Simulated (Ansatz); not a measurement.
Computed with Ansatz on PBE0-D4/def2-TZVP structures; ΔE is electronic, products minus reactants. CBS: MP2 limit from def2 TZ/QZ plus the TZ coupled-cluster correction, frozen cores. DFT in def2-TZVPP. def2 core potentials past Kr. For Te outer-core shells are correlated without core-valence functions, which leaves a few kJ/mol of doubt a bond. One conformer a species, not always the lowest.

Reaction (ligand exchange at the Si–Te bond): `O[SiH](F)[TeH]` + `N[SiH](O)Cl` → `O[Si@H](F)N[Si@H](O)Cl` + H₂Te

CCSD(T)/CBS gives -0.31 eV.

Q: Another level gave -0.41 eV. Which?
A. MP2/def2-TZVPP
B. CCSD/def2-TZVPP
C. r2SCAN/def2-TZVPP
D. PBE/def2-TZVPP

A: B. CCSD/def2-TZVPP -0.41, r2SCAN -0.29, PBE -0.16, MP2/def2-TZVPP -0.33 eV.

Largest T1 diagnostic among the species: 0.012.

From PBE to PBE0 (25 % exact exchange), in def2-TZVPP and without D4, ΔE moves by −0.06 eV. The D4 term adds −0.06 eV with B3LYP and −0.04 eV with PBE0; it sums over pairs of atoms, weighted by their polarisabilities, and B3LYP, whose exchange is more repulsive, gets the larger term.

B3LYP here is the variant with VWN-RPA as its local correlation; programs differ in this.
